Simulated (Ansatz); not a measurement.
C4H4, SMILES `C#C[C]C` (lower triplet) (charge 0, multiplicity 3). This triplet lies 0.49 eV below the relaxed singlet at the level B3LYP/cc-pVTZ // B3LYP-D3(BJ)/def2-TZVP (Ansatz, an electronic-structure program).

Cartesian coordinates (Å):
```xyz
8

C      2.4400     0.2105     0.2546
C      1.1939     0.1122    -0.0072
C     -0.0484    -0.0108    -0.1888
C     -1.4707    -0.1512    -0.4042
H      3.4754     0.4087     0.1065
H     -1.9973    -0.3413     0.5368
H     -1.6932    -0.9835    -1.0800
H     -1.8996     0.7553    -0.8437
```
Charge 0, spin multiplicity 3.

Frozen-core energies in 6-31g from Ansatz at a geometry from B3LYP-D3(BJ)/def2-TZVP; the HF reference has <S^2> = 2.38 and the T1 diagnostic is 0.034.

| level | energy (Ha) |
|---|---|
| HF | -153.62587 |
| MP2 | -153.90372 |
| CCSD | -153.96057 |
| CCSD(T) | -153.97052 |

Problem. Estimate the energies of CCSDT and CCSDT(Q), and give each level's difference from CCSDT(Q).

Solution. 
| level | energy (Ha) | difference from CCSDT(Q) (mHa) |
|---|---|---|
| MP2 | -153.90372 | 69.22 |
| CCSD | -153.96057 | 12.37 |
| CCSD(T) | -153.97052 | 2.42 |
| CCSDT | -153.97199 | 0.95 |
| CCSDT(Q) | -153.97294 | 0.00 |
